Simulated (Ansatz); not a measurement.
Reaction (ligand exchange at a Ga–O bond): `[OH][Ga]([OH])[SH]` + H–F → `[OH][Ga]([F])[SH]` + H₂O

Computed with Ansatz on PBE0-D4/def2-TZVP structures; ΔE is electronic, products minus reactants. CBS: MP2 limit from def2 TZ/QZ plus the TZ coupled-cluster correction, frozen cores. This one scheme is used for every species. DFT in def2-TZVPP. For Ga outer-core shells are correlated without core-valence functions, which leaves a few kJ/mol of doubt a bond. Scalar relativity is left out up to krypton. One conformer a species, not always the lowest.

| level | ΔE (kJ/mol) |
| --- | --- |
| r2SCAN-D4 | -31.3 |
| PBE0-D4 | -28.6 |
| SCS-MP2/def2-TZVPP | -26.8 |
| CCSD(T)/def2-TZVPP | -25.9 |
| HF/def2-QZVPP | -38.9 |
| CCSD/def2-QZVPP | -28.3 |
| MP2/CBS(def2) | -22.4 |
| CCSD/CBS(def2) | -26.1 |

(1) What does CCSD(T)/CBS give? (An estimate is asked.)

Largest T1 diagnostic among the species: 0.014.

## Answers

(1) Computed: -24.7 kJ/mol. The listed levels differ from it by -6.6, -3.9, -2.1, -1.2, -14.2, -3.6, 2.3, -1.4 kJ/mol.

In def2-TZVPP, CCSD(T) changes the Hartree–Fock value by +11.6 kJ/mol (the triples alone add +1.4 kJ/mol) and MP2 by +13.8 kJ/mol.
